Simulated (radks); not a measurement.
Task: All-electron atom: Hg II in [Xe] 4f13 5d10 6s1 6p1 (not the ground configuration). All-electron calculation, scalar-relativistic Kohn-Sham, r2SCAN, spin-polarised, spherical densities, finite nucleus; open shells are filled with parallel spins first (spin-orbit coupling, left out, can overturn this in heavy ions); meta-GGA in the generalised Kohn-Sham scheme; Fermi nuclear charge, rms radius 5.4648 fm. Program: a radial shooting solver on a logarithmic mesh with Libxc functionals. Some entries of the table are withheld. Estimate them.

orbital,occ.,eigenvalue (eV),r(max) (bohr),<r> (bohr)
1s up,1,-83267.70,0.01022,0.01659
1s down,1,-83267.65,0.01022,0.01659
2s up,1,-14811.30,0.05913,0.06992
2s down,1,-14811.29,0.05913,0.06992
2p up,3,-12775.92,0.04906,0.06329
2p down,3,-12775.89,0.04906,0.06329
3s up,1,-3550.836,0.1666,0.1805
3s down,1,-3549.732,0.1666,0.1805
3p up,3,-2960.195,0.1663,0.1821
3p down,3,-2959.070,0.1662,0.1820
3d up,5,-2336.629,0.1357,0.1651
3d down,5,-2335.774,0.1356,0.1651
4s up,1,-809.8227,0.3753,0.3982
4s down,1,-808.0273,0.3753,0.3983
4p up,3,-614.6708,0.3950,0.4236
4p down,3,-612.9360,0.3950,0.4237
4d up,5,-381.9622,0.4017,0.4461
4d down,5,-380.2416,0.4017,0.4463
5s up,1,-139.7572,0.8208,0.8923
5s down,1,-139.1377,0.8225,0.8941
4f up,7,-124.7413,0.3648,0.4736
4f down,6,-122.9746,0.3650,0.4745
5p up,3,-86.0817,0.9158,1.021
5p down,3,-85.6739,0.9177,1.021
5d up,5,-25.3084,1.123,(1)
5d down,5,-24.6434,1.121,(2)
6s up,1,-18.4998,2.073,2.396
6s down,0,-15.7891,2.038,2.365
6p up,1,-9.7764,2.637,3.099
6p down,0,-7.2995,2.711,3.276

Result: 
(1) 5d up <r> (bohr): 1.390
(2) 5d down <r> (bohr): 1.364
